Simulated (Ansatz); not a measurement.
Program: Ansatz 0.2.0.

A structure relaxed at PBE0-D4/def2-TZVP, charge 0, multiplicity 1:

```xyz
11

C     1.205    0.122    0.924
N     0.058    0.247    0.083
C    -0.523   -0.942   -0.550
O    -1.624   -0.418   -1.288
Al   -1.208    1.150   -0.714
F    -1.795    2.665   -0.901
H     2.068   -0.293    0.387
H     1.013   -0.527    1.790
H     1.496    1.101    1.307
H     0.188   -1.434   -1.231
H    -0.878   -1.671    0.193
```

Question: Give its formula and SMILES.

Answer: C2H5AlFNO, `C[N]1C[O][Al]1[F]`.

Question: Point group (tolerance 0.08 Å, 0.16 Å for H)?

Answer: Cs.

Question: Summarise the bond lengths by kind.

Answer: 2 × C–N 1.427 to 1.467 Å; 5 × C–H 1.091 to 1.100 Å; 1 × Al–N 1.747 Å; 1 × C–O 1.426 Å; 1 × Al–O 1.721 Å; 1 × Al–F 1.635 Å.
